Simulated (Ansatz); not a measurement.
Geometry optimisation, RKS r2SCANh-D4/6-31G* (Ansatz 0.2.0).

Input file:

```yaml
crystal:
  periodic: [false, false, false]
  atoms:
    - { symbol: Si, position_ang: [-0.189657, -0.218084, -0.079482] }
    - { symbol: O, position_ang: [-0.518501, -0.525531, 1.52763] }
    - { symbol: H, position_ang: [-0.657967, 0.223189, 2.114313] }
    - { symbol: O, position_ang: [1.424104, 0.062781, -0.393244] }
    - { symbol: H, position_ang: [2.024784, -0.666744, -0.192226] }
    - { symbol: Si, position_ang: [-1.392719, 1.591227, -0.954446] }
    - { symbol: H, position_ang: [-2.76229, 1.127427, -1.314079] }
    - { symbol: H, position_ang: [-1.536384, 2.700229, 0.028795] }
    - { symbol: H, position_ang: [-0.740271, 2.119426, -2.181384] }
    - { symbol: H, position_ang: [-0.562528, -1.496491, -0.736206] }
    - { symbol: Si, position_ang: [1.731347, 2.229999, 1.369999] }
    - { symbol: H, position_ang: [3.004482, 1.475067, 1.418403] }
    - { symbol: H, position_ang: [1.477508, 2.804536, 0.030087] }
    - { symbol: H, position_ang: [1.827916, 3.358656, 2.339956] }
    - { symbol: H, position_ang: [0.614077, 1.375413, 1.796084] }
basis:
  gaussian: { orbitals: "6-31G*" }
hamiltonian:
  xc: r2scanh
  dispersion: d4
relax:
  f_tol: 0.03
  max_steps: 50
output:
  orbitals: {}
```

Launched with:

```bash
$ ansatz run input.yaml --threads 4 --pin off --max-ram 5120MiB --backend cpu --events-out ev --progress --plain --runs-dir out
```

Task: Where does it end, and by what steps?

Result: It converged. After 8 steps the energy has fallen by 0.247 eV; H15 moved furthest, 0.52 Å.

```csv
step,energy less start (eV),largest force component (eV/Å),accepted
0,0.0000,0.443,yes
1,-0.1697,0.217,yes
2,-0.2229,0.172,yes
3,-0.2336,0.434,yes
4,-0.1757,0.868,no
5,-0.2429,0.268,yes
6,-0.2467,0.047,yes
7,-0.2471,0.033,yes
8,-0.2474,0.028,yes
```

```xyz
15
Properties=species:S:1:pos:R:3
Si -0.322 -0.367 -0.201
O -0.777 -0.786 1.340
H -0.734 -0.075 1.990
O 1.285 0.056 -0.308
H 1.918 -0.635 -0.075
Si -1.483 1.487 -1.021
H -2.901 1.110 -1.278
H -1.486 2.604 -0.034
H -0.888 1.974 -2.295
H -0.587 -1.607 -0.975
Si 1.947 2.472 1.509
H 3.110 1.552 1.502
H 1.637 2.962 0.147
H 2.263 3.632 2.385
H 0.762 1.782 2.088
```

Whether the end is a true minimum wasn't checked by a vibrational analysis.

Run time: 16 s on 4 threads of Intel(R) Xeon(R) 6975P-C (Granite Rapids), on a shared host, peak memory 0.31 GiB.
